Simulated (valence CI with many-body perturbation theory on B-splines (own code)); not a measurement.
## Sb¹⁸⁺: electric-dipole lines

Computed by relativistic CI+MBPT: five valence electrons over a frozen Dirac-Fock core [Ar] 3d10, radial functions for each j: 11 s, 11 p, 10 d, 8 f, 5 g, 2 h, with the one-electron correlation potential Σ1 (screened to all orders), the two-electron term Σ2, the three-electron term Σ3, Breit, model QED; selected single and double excitations, second order for the rest, scaled by the run's own slope (own B-spline code, finite nucleus).

No measured levels were compared; by estimate levels hold to about 250 cm⁻¹ or 0.2 % of their energy and the worst to 1 %, as in measured heavy ions of charge 2 to 7; those with d or f electrons hold less well. Among the levels kept, up to 2100 cm⁻¹ of a level comes from second order outside the variational space, and about a tenth of that is noise between levels of different J, which matters for small intervals.

Lines 151 to 200 of 559 in falling wavelength, among levels below 188.03 eV, chosen from the strongest by gf and those to the six lowest levels. Wavelengths and rates use the calculated energies, so an error of 1000 cm⁻¹ moves a line at 16.98 nm by 0.17 % and its rate by three times that or more. Electric multipoles are in the length gauge, E1 and E2 with the static RPA response of the core. Weak lines are less certain than strong ones. Lines between different terms over intervals too small for the method are left out, as are lines whose strength nearly cancels. Where a level lies close to another of its J and parity, the split of strength between their lines is uncertain. The highest levels of a list are the least certain.

Names give the largest LS component (configuration and term), which can be under half, so a name can repeat, a term be missing and a line seem to break the LS rules; names also repeat where a configuration has a term twice. Letters in brackets count levels of one name in rising energy.

| λ vac (nm) | Upper | Lower | A (s⁻¹) | log gf | Branch % |
| --- | --- | --- | --- | --- | --- |
| 16.98 | 4s2 4p2 4d 4F_7/2 | 4s2 4p3 2D°_5/2 | 6.49e+08 | -1.65 | 100.0 |
| 16.89 | 4s2 4p2 4d 4D_3/2 | 4s2 4p3 2D°_5/2 | 2.37e+10 | -0.39 | 54.3 |
| 16.85 | 4s2 4p2 4f 4F°_3/2 | 4s2 4p2 4d 2D_5/2 [b] | 1.02e+10 | -0.76 | 3.2 |
| 16.82 | 4s 4p4 2P_1/2 [a] | 4s2 4p3 4S°_3/2 | 7.62e+09 | -1.19 | 15.2 |
| 16.81 | 4s2 4p2 4d 2F_7/2 [a] | 4s2 4p3 2D°_5/2 | 1.17e+08 | -2.40 | 100.0 |
| 16.71 | 4s2 4p2 4d 2F_5/2 | 4s2 4p3 2D°_3/2 | 1.98e+08 | -2.30 | 8.3 |
| 16.67 | 4s2 4p2 4d 4D_1/2 | 4s2 4p3 2D°_3/2 | 8.50e+08 | -2.15 | 9.3 |
| 16.66 | 4s2 4p2 4d 2D_5/2 [a] | 4s2 4p3 2P°_3/2 | 2.08e+09 | -1.28 | 0.7 |
| 16.65 | 4s 4p4 2P_3/2 | 4s2 4p3 4S°_3/2 | 4.07e+08 | -2.17 | 1.6 |
| 16.64 | 4s2 4p 4d2 4G°_7/2 | 4s2 4p2 4d 4F_9/2 | 9.00e+09 | -0.52 | 27.4 |
| 16.61 | 4s2 4p2 4d 2P_1/2 [a] | 4s2 4p3 2P°_3/2 | 1.83e+10 | -0.82 | 7.8 |
| 16.58 | 4s2 4p 4d2 2H°_9/2 | 4s2 4p2 4d 2G_7/2 | 1.35e+10 | -0.26 | 83.4 |
| 16.56 | 4s2 4p2 4d 2P_3/2 [a] | 4s2 4p3 2P°_1/2 | 2.54e+09 | -1.38 | 1.8 |
| 16.51 | 4s2 4p2 4f 2G°_7/2 [a] | 4s2 4p2 4d 2G_9/2 | 2.01e+10 | -0.18 | 13.8 |
| 16.29 | 4s2 4p2 4d 4D_3/2 | 4s2 4p3 2D°_3/2 | 1.07e+09 | -1.77 | 2.4 |
| 16.26 | 4s2 4p2 4d 4F_3/2 | 4s2 4p3 4S°_3/2 | 1.53e+10 | -0.61 | 37.5 |
| 16.24 | 4s 4p3 4d 4F°_3/2 [a] | 4s 4p4 4P_5/2 | 1.11e+09 | -1.76 | 10.1 |
| 16.21 | 4s2 4p2 4f 4F°_5/2 | 4s2 4p2 4d 2F_7/2 [c] | 1.42e+10 | -0.48 | 5.2 |
| 16.16 | 4s2 4p 4d2 4G°_11/2 [b] | 4s2 4p2 4d 2G_9/2 | 7.47e+09 | -0.45 | 18.9 |
| 16.09 | 4s 4p3 4d 4D°_5/2 [a] | 4s 4p4 4P_5/2 | 6.50e+09 | -0.82 | 54.8 |
| 16.09 | 4s2 4p2 4d 4D_5/2 | 4s2 4p3 2D°_5/2 | 8.57e+09 | -0.70 | 21.1 |
| 16.06 | 4s2 4p2 4f 2G°_7/2 [c] | 4s2 4p2 4d 2F_7/2 [c] | 8.42e+09 | -0.58 | 4.4 |
| 16.02 | 4s 4p4 2P_1/2 [b] | 4s2 4p3 2D°_3/2 | 1.98e+10 | -0.82 | 39.1 |
| 16.01 | 4s2 4p2 4d 2P_1/2 [b] | 4s2 4p3 2P°_3/2 | 1.71e+09 | -1.88 | 1.0 |
| 15.90 | 4s2 4p 4d2 2P°_3/2 | 4s2 4p2 4d 2D_5/2 [b] | 1.25e+10 | -0.72 | 3.4 |
| 15.84 | 4s2 4p 4d2 4D°_5/2 [a] | 4s2 4p2 4d 2G_7/2 | 1.94e+10 | -0.36 | 10.9 |
| 15.83 | 4s2 4p 4d2 4G°_9/2 | 4s2 4p2 4d 4F_9/2 | 1.94e+10 | -0.14 | 48.1 |
| 15.81 | 4s 4p3 4d 2D°_3/2 [c] | 4s 4p4 2P_1/2 [a] | 2.57e+10 | -0.41 | 16.4 |
| 15.78 | 4s2 4p2 4d 2D_3/2 [b] | 4s2 4p3 2P°_3/2 | 6.56e+08 | -2.01 | 0.2 |
| 15.78 | 4s2 4p2 4d 2P_3/2 [a] | 4s2 4p3 2D°_5/2 | 3.92e+10 | -0.23 | 28.1 |
| 15.76 | 4s 4p3 4d 4P°_1/2 [a] | 4s 4p4 2D_3/2 | 3.06e+10 | -0.64 | 64.4 |
| 15.74 | 4s2 4p2 4d 4F_5/2 | 4s2 4p3 4S°_3/2 | 1.87e+10 | -0.38 | 96.9 |
| 15.72 | 4s 4p3 4d 4P°_5/2 [a] | 4s 4p4 2D_3/2 | 1.76e+10 | -0.41 | 10.1 |
| 15.70 | 4s2 4p2 4d 4P_3/2 | 4s2 4p3 2P°_1/2 | 1.50e+08 | -2.65 | 0.1 |
| 15.70 | 4s2 4p 4d2 4D°_5/2 [b] | 4s2 4p2 4d 4P_3/2 | 9.12e+09 | -0.69 | 3.7 |
| 15.69 | 4s2 4p 4d2 4D°_5/2 [c] | 4s2 4p2 4d 2D_5/2 [a] | 1.70e+10 | -0.42 | 9.3 |
| 15.68 | 4s2 4p 4d2 2F°_7/2 [c] | 4s2 4p2 4d 2F_7/2 [c] | 6.84e+09 | -0.70 | 2.2 |
| 15.66 | 4s2 4p2 4d 4P_1/2 | 4s2 4p3 2P°_1/2 | 4.12e+09 | -1.52 | 1.6 |
| 15.64 | 4s 4p3 4d 4D°_3/2 [c] | 4s2 4p2 4d 4F_3/2 | 1.24e+10 | -0.74 | 4.7 |
| 15.61 | 4s2 4p2 4f 2D°_5/2 [b] | 4s2 4p2 4d 2D_5/2 [a] | 2.34e+10 | -0.29 | 9.4 |
| 15.61 | 4s2 4p2 4d 2D_5/2 [b] | 4s2 4p3 2P°_3/2 | 8.78e+09 | -0.72 | 2.8 |
| 15.57 | 4s2 4p 4d2 2S°_1/2 | 4s2 4p2 4d 2D_3/2 [b] | 3.24e+10 | -0.63 | 9.6 |
| 15.56 | 4s2 4p 4d2 4P°_3/2 [a] | 4s2 4p2 4d 4P_1/2 | 1.15e+10 | -0.78 | 4.3 |
| 15.55 | 4s2 4p 4d2 4D°_5/2 [b] | 4s2 4p2 4d 4P_5/2 | 1.06e+10 | -0.64 | 4.3 |
| 15.55 | 4s2 4p2 4d 4D_5/2 | 4s2 4p3 2D°_3/2 | 1.16e+10 | -0.60 | 28.5 |
| 15.53 | 4s2 4p2 4f 2G°_9/2 [b] | 4s2 4p2 4d 2G_9/2 | 1.13e+10 | -0.39 | 6.8 |
| 15.52 | 4s2 4p 4d2 4G°_5/2 [b] | 4s2 4p2 4d 2F_7/2 [a] | 2.33e+10 | -0.30 | 16.6 |
| 15.48 | 4s2 4p2 4f 4D°_7/2 | 4s2 4p2 4d 4F_7/2 | 8.93e+09 | -0.59 | 10.6 |
| 15.44 | 4s2 4p 4d2 4D°_5/2 [c] | 4s2 4p2 4d 2F_7/2 [b] | 1.88e+10 | -0.39 | 10.2 |
| 15.43 | 4s2 4p 4d2 4D°_5/2 [b] | 4s2 4p2 4d 2G_7/2 | 1.94e+10 | -0.38 | 7.8 |
